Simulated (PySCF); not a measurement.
Isomers of C4H8N2Si, one GFN2-xTB conformer each. Single-point energies are computed at PBE0/pcSseg-1 (PySCF, gas phase, no added dispersion term), electronic only.

**Question.** Rank them by PBE0/pcSseg-1 energy, lowest first (kcal/mol).
A. `[CH3:1][N:2]([SiH3:3])/[CH:4]=[CH:5]/[C:6]#[N:7]` with C1–N2–C4–C5 0°
B. `[NH2:1][SiH2:2][n:3]1[cH:4][cH:5][cH:6][cH:7]1` with H–N1–Si2–N3 46° and -174°, N1–Si2–N3–C4 -153°
C. `[CH3:1][SiH2:2]/[N:3]=[C:4](/[CH3:5])[C:6]#[N:7]` with C1–Si2–N3–C4 118°

**Answer.** B (0.0), C (33.7), A (39.8).

As drawn, the lowest has an aromatic ring and an N–H bond, which the highest lacks; the highest has a C≡N group and a C=C bond outside aromatic rings, which the lowest lacks. GFN2-xTB itself gives, in the same order: 0.0, 51.3, 39.1. Both levels put the same isomer lowest; measured from each level's own lowest isomer, the values differ by up to 17.6 kcal/mol (C[SiH2]/N=C(/C)C#N: 51.3 against 33.7).

**Question.** Which frontier levels, dipoles and rotational constants go with these structures?

**Answer.** 
```json
{"SMILES": "N[SiH2]n1cccc1", "HOMO (eV, PBE0/pcSseg-1)": "-6.08", "LUMO (eV)": "0.54", "dipole (D)": "2.62", "A, B, C (MHz)": "5847, 1499, 1244"}
{"SMILES": "C[SiH2]/N=C(/C)C#N", "HOMO (eV, PBE0/pcSseg-1)": "-7.73", "LUMO (eV)": "-2.06", "dipole (D)": "2.43", "A, B, C (MHz)": "3440, 1301, 1060"}
{"SMILES": "CN([SiH3])/C=C/C#N", "HOMO (eV, PBE0/pcSseg-1)": "-6.57", "LUMO (eV)": "-0.46", "dipole (D)": "6.73", "A, B, C (MHz)": "5750, 952.9, 829.5"}
```
